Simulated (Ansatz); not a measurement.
A geometry relaxed with B3LYP-D3(BJ)/def2-TZVP in Ansatz (an electronic-structure program), charge 0, multiplicity 1:

```xyz
4

Br     1.6805    -0.7729     0.0011
Br    -1.6628    -0.8103     0.0023
B     -0.0015     0.1362    -0.0003
F     -0.0162     1.4470    -0.0032
```

Question: Write the SMILES of this molecule.

Answer: `FB(Br)Br`
